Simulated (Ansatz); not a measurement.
Relaxation of Sn₃H₄ with RKS PBE-D4/def2-SVP.

```sh
$ ansatz run in.yaml --threads 4 --pin off --events-out ev --progress --plain --max-ram 3916MiB
```

```yaml
crystal:
  periodic: [false, false, false]
  atoms:
    - {symbol: Sn, position_ang: [-0.121560, -1.467480, 0.628710]}
    - {symbol: Sn, position_ang: [1.708660, 0.989110, 0.357160]}
    - {symbol: Sn, position_ang: [-1.134970, 1.495080, 0.576420]}
    - {symbol: H, position_ang: [-0.717250, 1.628380, -1.154610]}
    - {symbol: H, position_ang: [0.052720, -1.541070, -1.130740]}
    - {symbol: H, position_ang: [1.846240, -0.831070, 0.464730]}
    - {symbol: H, position_ang: [-1.633850, -0.272960, 0.258330]}
basis:
  gaussian: {orbitals: def2-SVP}
hamiltonian: {xc: pbe, dispersion: d4}
scf: {omitted_lower_state_checks: [starts]}
output: {orbitals: {seedname: orbitals}}
relax: {f_tol: 0.02, max_steps: 100}
```

Hardware: 4 threads of Arm Neoverse V2 on a shared host. Wall time 14 s.

Positions (Å) and forces (eV/Å) at steps 1, 2, 3, 4, 5, 6, 7, 8, 9, 10, 11, 12, 13, 14 of 14:

```xyz
7
step=1 energy=-17558.7471 eV
Sn   -0.122   -1.467    0.629   -0.001   -0.831    0.302
Sn    1.709    0.989    0.357    0.074    0.499   -0.177
Sn   -1.135    1.495    0.576   -0.238    0.555    0.299
H    -0.717    1.628   -1.155    0.203    0.134   -0.292
H     0.053   -1.541   -1.131    0.139   -0.034   -0.289
H     1.846   -0.831    0.465    0.223   -0.286    0.068
H    -1.634   -0.273    0.258   -0.400   -0.037    0.088
7
step=2 energy=-17558.8333 eV
Sn   -0.142   -1.661    0.632    0.070    0.541   -0.265
Sn    1.717    1.052    0.309   -0.415   -0.144   -0.044
Sn   -1.197    1.598    0.582    0.253   -0.392   -0.058
H    -0.670    1.697   -1.172    0.124   -0.024    0.052
H     0.099   -1.591   -1.162   -0.009   -0.027    0.085
H     1.878   -0.833    0.485   -0.164    0.027    0.078
H    -1.685   -0.261    0.326    0.140    0.019    0.153
7
step=3 energy=-17558.8883 eV
Sn   -0.131   -1.570    0.611   -0.004   -0.227    0.044
Sn    1.670    1.022    0.289   -0.065    0.169   -0.102
Sn   -1.176    1.553    0.579   -0.024    0.042    0.104
H    -0.636    1.674   -1.156    0.128   -0.010   -0.089
H     0.112   -1.576   -1.170    0.016    0.049   -0.059
H     1.850   -0.832    0.495    0.046   -0.065    0.059
H    -1.687   -0.271    0.354   -0.097    0.042    0.043
7
step=4 energy=-17558.9144 eV
Sn   -0.130   -1.602    0.568    0.128   -0.076   -0.019
Sn    1.649    1.094    0.162   -0.292    0.033    0.072
Sn   -1.183    1.523    0.601   -0.005    0.093    0.023
H    -0.455    1.603   -1.111    0.085   -0.084   -0.064
H     0.081   -1.547   -1.232    0.001    0.097    0.126
H     1.794   -0.767    0.581   -0.063   -0.142   -0.119
H    -1.756   -0.304    0.431    0.145    0.080   -0.018
7
step=5 energy=-17558.9455 eV
Sn   -0.115   -1.630    0.577    0.065    0.075   -0.102
Sn    1.583    1.091    0.125   -0.074    0.087    0.082
Sn   -1.213    1.549    0.605   -0.015   -0.076    0.018
H    -0.391    1.573   -1.093    0.063   -0.115   -0.054
H     0.101   -1.505   -1.224   -0.051    0.055    0.150
H     1.768   -0.783    0.565   -0.116   -0.085   -0.090
H    -1.733   -0.295    0.445    0.128    0.058   -0.004
7
step=6 energy=-17558.9742 eV
Sn   -0.109   -1.643    0.584    0.068    0.087   -0.232
Sn    1.531    1.133    0.108    0.146   -0.010    0.099
Sn   -1.234    1.550    0.608   -0.131   -0.046   -0.014
H    -0.279    1.451   -1.070    0.049   -0.052   -0.023
H     0.087   -1.417   -1.210   -0.137   -0.083    0.153
H     1.712   -0.778    0.520   -0.065    0.083   -0.028
H    -1.710   -0.296    0.459    0.070    0.021    0.045
7
step=7 energy=-17559.0371 eV
Sn   -0.094   -1.659    0.556   -0.086   -0.114   -0.049
Sn    1.525    1.230    0.204    0.180    0.188    0.085
Sn   -1.278    1.549    0.563   -0.034    0.136    0.000
H    -0.113    1.346   -1.031    0.018    0.006   -0.043
H    -0.027   -1.477   -1.234   -0.127   -0.100    0.021
H     1.610   -0.683    0.424    0.104    0.049   -0.011
H    -1.624   -0.307    0.518   -0.056   -0.164   -0.001
7
step=8 energy=-17559.0709 eV
Sn   -0.093   -1.696    0.538    0.056    0.085   -0.034
Sn    1.558    1.366    0.312   -0.080   -0.140    0.018
Sn   -1.298    1.539    0.519    0.086    0.093   -0.061
H     0.045    1.300   -1.002   -0.049    0.107    0.013
H    -0.180   -1.589   -1.256   -0.041   -0.047    0.027
H     1.534   -0.572    0.336    0.060    0.028    0.034
H    -1.566   -0.349    0.553   -0.033   -0.125    0.004
7
step=9 energy=-17559.0375 eV rejected
Sn   -0.054   -1.636    0.591   -0.093   -0.221    0.133
Sn    1.534    1.305    0.479    0.091    0.232   -0.244
Sn   -1.300    1.571    0.452   -0.160   -0.293    0.149
H     0.040    1.411   -0.988    0.168    0.059    0.043
H    -0.240   -1.718   -1.190    0.047    0.024   -0.085
H     1.596   -0.553    0.147    0.049   -0.077    0.066
H    -1.575   -0.380    0.510   -0.101    0.276   -0.062
7
step=10 energy=-17559.0840 eV
Sn   -0.081   -1.673    0.562   -0.002   -0.007    0.039
Sn    1.553    1.328    0.328   -0.007    0.031    0.002
Sn   -1.292    1.534    0.506   -0.032    0.005    0.051
H     0.021    1.393   -1.006    0.037   -0.014   -0.026
H    -0.190   -1.628   -1.230   -0.004   -0.010   -0.021
H     1.586   -0.589    0.315    0.013   -0.017   -0.019
H    -1.597   -0.366    0.526   -0.007    0.012   -0.026
7
step=11 energy=-17559.0851 eV
Sn   -0.077   -1.670    0.568   -0.014   -0.003    0.027
Sn    1.548    1.332    0.341    0.023    0.020   -0.007
Sn   -1.296    1.539    0.510   -0.014   -0.050    0.021
H     0.034    1.394   -1.003    0.007    0.004   -0.005
H    -0.201   -1.644   -1.224    0.006   -0.007   -0.013
H     1.589   -0.586    0.295    0.004   -0.002   -0.009
H    -1.596   -0.366    0.514   -0.013    0.038   -0.015
7
step=12 energy=-17559.0860 eV
Sn   -0.078   -1.659    0.580    0.005   -0.030    0.010
Sn    1.552    1.335    0.346   -0.001   -0.019   -0.015
Sn   -1.294    1.531    0.519   -0.011   -0.040   -0.001
H     0.040    1.401   -1.000    0.002    0.011    0.016
H    -0.204   -1.655   -1.215    0.007   -0.004    0.002
H     1.596   -0.583    0.275    0.008    0.022   -0.004
H    -1.611   -0.370    0.495   -0.009    0.061   -0.009
7
step=13 energy=-17559.0869 eV
Sn   -0.079   -1.656    0.596    0.010    0.020   -0.018
Sn    1.552    1.331    0.347   -0.003   -0.035   -0.008
Sn   -1.294    1.530    0.534   -0.002   -0.045   -0.016
H     0.038    1.421   -0.994   -0.005    0.004    0.024
H    -0.198   -1.677   -1.201    0.001   -0.004    0.015
H     1.603   -0.585    0.253   -0.010    0.021    0.002
H    -1.623   -0.363    0.466    0.009    0.040    0.001
7
step=14 energy=-17559.0871 eV
Sn   -0.075   -1.654    0.603   -0.003   -0.016   -0.002
Sn    1.554    1.330    0.351    0.000   -0.005    0.003
Sn   -1.295    1.527    0.537    0.000   -0.002    0.000
H     0.038    1.444   -0.984   -0.003   -0.009    0.000
H    -0.203   -1.705   -1.192    0.008    0.005    0.006
H     1.594   -0.582    0.239    0.013    0.010   -0.008
H    -1.613   -0.360    0.446   -0.016    0.016    0.002
```

In the def2 sets Sn takes a core potential; there is no spin–orbit coupling. Another isomer (singlet) lies 0.38 eV lower at PBE0-D4/def2-TZVP; other spin states weren't run for this one.
